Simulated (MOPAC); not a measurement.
Job for MOPAC: PM7 on BFHI (SMILES FBI), a point of a bond scan (R = 1.923 Å).

```
PM7 1SCF PRECISE CHARGE=0 THREADS=1
BFHI

B     -0.24474767 1    -1.33345574 1     0.80641967 1
F      0.79230233 1    -1.74375557 1     1.49667712 1
H     -1.26010087 1    -1.94582817 1     0.81786299 1
I     -0.10338408 1     0.27941323 1    -0.23045331 1
```

It printed:

```
*******************************************************************************
 **                                                                           **
 **                              MOPAC v23.2.5                                **
 **                                                                           **
 *******************************************************************************
 ** MOPAC's Digital Object Identifier: https://doi.org/10.5281/zenodo.6511958 **
 **                                                                           **
 ** Please cite the open-source release paper for use of this MOPAC version:  **
 ** J. E. Moussa and J. J. P. Stewart (2026)                                  **
 ** MOPAC: An open-source semiempirical molecular orbital program             **
 ** J. Open Source Softw., 11(119), 8025, https://doi.org/10.21105/joss.08025 **
 *******************************************************************************

                              PM7 CALCULATION RESULTS

 *******************************************************************************
 *  PM7        - The PM7 Hamiltonian to be used
 *
 *
 *
 *                 CHARGE ON SYSTEM = 0
 *
 *
 *
 *  PRECISE    - TIGHTER CRITERIA TO BE USED
 *  1SCF       - DO 1 SCF AND THEN STOP
 *  THREADS=1  - MULTI-THREADING NOT USED
 *  T=         - A TIME OF 172800.0 SECONDS REQUESTED
 *  DUMP=N     - RESTART FILE WRITTEN EVERY 7200.0 SECONDS REQUESTED
 *******************************************************************************
PM7 1SCF PRECISE CHARGE=0 THREADS=1
 BFHI

   ATOM   CHEMICAL          X               Y               Z
  NUMBER   SYMBOL      (ANGSTROMS)     (ANGSTROMS)     (ANGSTROMS)

     1       B         -0.24474767  *  -1.33345574  *   0.80641967  *
     2       F          0.79230233  *  -1.74375557  *   1.49667712  *
     3       H         -1.26010087  *  -1.94582817  *   0.81786299  *
     4       I         -0.10338408  *   0.27941323  *  -0.23045331  *



          CARTESIAN COORDINATES

    NO.       ATOM           X           Y           Z

     1         B         -0.2447     -1.3335      0.8064
     2         F          0.7923     -1.7438      1.4967
     3         H         -1.2601     -1.9458      0.8179
     4         I         -0.1034      0.2794     -0.2305

 General Reference for PM7:
 "Optimization of Parameters for Semiempirical Methods VI: More Modifications to the
 NDDO Approximations and Re-optimization of Parameters", J. J. P. Stewart, J. Mol. Mod., 1:32, 19 (2013)
 https://link.springer.com/article/10.1007/s00894-012-1667-x

           Empirical Formula: H B F I  =     4 atoms



      MOLECULAR POINT GROUP   :   Cs


      RHF CALCULATION, NO. OF DOUBLY OCCUPIED LEVELS = 9


 -------------------------------------------------------------------------------
 PM7 1SCF PRECISE CHARGE=0 THREADS=1
 BFHI



     1SCF WAS SPECIFIED, SO BFGS WAS NOT USED
     SCF FIELD WAS ACHIEVED


                              PM7 CALCULATION
                                                       MOPAC v23.2.5 Linux




          FINAL HEAT OF FORMATION =        -68.69640 KCAL/MOL =    -287.42575 KJ/MOL


          COSMO AREA              =         95.28 SQUARE ANGSTROMS
          COSMO VOLUME            =         80.37 CUBIC ANGSTROMS

          IONIZATION POTENTIAL    =          9.627897 EV
          HOMO LUMO ENERGIES (EV) =         -9.628 -1.400
          NO. OF FILLED LEVELS    =          9
          MOLECULAR WEIGHT        =        157.7208         POINT GROUP:  Cs

          MOLECULAR DIMENSIONS (Angstroms)

            Atom       Atom       Distance
            I     4    F     2     2.80686
            H     3    F     2     1.96334
            B     1    H     3     0.00000


          SCF CALCULATIONS        =          1





   ATOM   CHEMICAL          X               Y               Z
  NUMBER   SYMBOL      (ANGSTROMS)     (ANGSTROMS)     (ANGSTROMS)

     1       B         -0.24474767  *  -1.33345574  *   0.80641967  *
     2       F          0.79230233  *  -1.74375557  *   1.49667712  *
     3       H         -1.26010087  *  -1.94582817  *   0.81786299  *
     4       I         -0.10338408  *   0.27941323  *  -0.23045331  *

                             CARTESIAN COORDINATES

   1    B       -0.244747670    -1.333455740     0.806419670
   2    F        0.792302330    -1.743755570     1.496677120
   3    H       -1.260100870    -1.945828170     0.817862990
   4    I       -0.103384080     0.279413230    -0.230453310


           Empirical Formula: H B F I  =     4 atoms



      MOLECULAR POINT GROUP   :   Cs


                  EIGENVALUES
 -40.69356 -26.22696 -17.40956 -16.72029 -16.07708 -14.20964 -11.05880 -10.20965
  -9.62790  -1.40017   2.09144   2.49672   4.42505 122.41351 122.48421 122.55614
 122.55846 122.63056


              NET ATOMIC CHARGES AND DIPOLE CONTRIBUTIONS

  ATOM NO.   TYPE          CHARGE      No. of ELECS.   s-Pop       p-Pop       d-Pop
    1          B           0.301855        2.6981     0.75756     1.94059
    2          F          -0.305683        7.3057     1.94188     5.36381
    3          H           0.046896        0.9531     0.95310
    4          I          -0.043069        7.0431     1.79089     5.24659     0.00560
 DIPOLE           X         Y         Z       TOTAL
 POINT-CHG.    -1.781     0.131    -0.796     1.955
 HYBRID         0.612    -0.547     0.614     1.025
 SUM           -1.168    -0.416    -0.182     1.254


          ATOMIC ORBITAL ELECTRON POPULATIONS

     Atom    s        px        py        pz      x^2-y^2     xz        z^2       yz        xy
    1  B   0.75756   0.81216   0.67097   0.45745
    2  F   1.94188   1.67234   1.90416   1.78730
    3  H   0.95310
    4  I   1.79089   1.95222   1.58680   1.70758   0.00127   0.00046   0.00065   0.00206   0.00116

 **********************
 *                    *
 * JOB ENDED NORMALLY *
 *                    *
 **********************




 == MOPAC DONE ==
```

The run finished.

Cost: about 0.020 core-seconds (a rough figure).
